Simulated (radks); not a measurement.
Excited configurations of neutral lead: one electron is placed in a higher orbital outside [Hg] 6p1. The ground configuration is [Hg] 6p2. All-electron calculation, scalar-relativistic Kohn-Sham, BLYP, spin-polarised, spherical densities, finite nucleus; open shells are filled with parallel spins first (spin-orbit coupling, left out, can overturn this in heavy ions); Fermi nuclear charge, rms radius 5.5012 fm. Program: a radial shooting solver on a logarithmic mesh with Libxc functionals. Excitation = E - E(ground); binding = E(ion) - E, where the ion is the core of charge +1; n* = 1/sqrt(2 binding) in atomic units, and the quantum defect is n - n*.

6d: excitation (eV) 5.067; binding (eV) 1.756; quantum defect 3.216; eigenvalue (eV) -0.612; <r> (bohr) 8.621
7s: excitation (eV) 3.670; binding (eV) 3.152; quantum defect 4.922; eigenvalue (eV) -1.744; <r> (bohr) 6.803
7p: excitation (eV) 4.809; binding (eV) 2.014; quantum defect 4.401; eigenvalue (eV) -1.080; <r> (bohr) 9.567

The Delta-SCF ionisation energy is 6.822 eV (NIST Atomic Spectra Database: 7.417 eV, measured). Self-interaction in the functional shifts the binding energies and quantum defects, so they are the method's values and not measured ones. Open shells are spherical and high-spin; term and fine-structure splittings are not resolved. Spin-orbit splitting is averaged out at the scalar-relativistic level.
